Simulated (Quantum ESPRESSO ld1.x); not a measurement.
Task: The erbium ion Er+, 67 electrons, occupied as [Xe] 4f12 6s0.5 7s0.5 (fractional occupations, a model configuration). Calculated with ld1.x of Quantum ESPRESSO 7.5: scalar-relativistic Kohn-Sham, LDA (Slater exchange, Perdew-Zunger correlation), spin-polarised, spherical densities, point nucleus; open shells are filled with parallel spins first. Some entries of the table are withheld. Estimate them.

orbital  occ.  eigenvalue (hartree)  <r> (bohr)  <r^2> (bohr^2)
1s up       1              -2106.98     0.02038       0.0005685
1s down     1              -2106.98     0.02038       0.0005685
2s up       1              -354.262     0.08651        0.008844
2s down     1              -354.260     0.08651        0.008844
2p up       3              -313.486     0.07674        0.007191
2p down     3              -313.485     0.07674        0.007191
3s up       1              -79.6078      0.2256         0.05815
3s down     1              -79.5763      0.2255         0.05813
3p up       3              -67.2057      0.2247         0.05852
3p down     3              -67.1743      0.2246         0.05849
3d up       5              -51.6513      0.2039         0.04879
3d down     5              -51.6268      0.2038         0.04876
4s up       1              -15.9554      0.5084          0.2919
4s down     1              -15.8922      0.5084          0.2920
4p up       3              -11.8744      0.5394          0.3312
4p down     3              -11.8123      0.5395          0.3313
4d up       5              -6.40848      0.5840          0.3962
4d down     5              -6.34792      0.5843          0.3968
5s up       1              -2.24026       1.250           1.762
5s down     1              -2.21016       1.254           1.774
5p up       3              -1.29888         (1)           2.529
5p down     3              -1.27540         (2)           2.546
4f up       7              -0.45811      0.8174          0.9160
4f down     5              -0.40536      0.8317          0.9582
6s up     0.5              -0.39120       3.486           13.70
6s down     0              -0.36896       3.496           13.80
7s up     0.5              -0.14744       7.834           68.08
7s down     0              -0.13307       8.096           72.82

Result: 
(1) 5p up <r> (bohr): 1.489
(2) 5p down <r> (bohr): 1.494
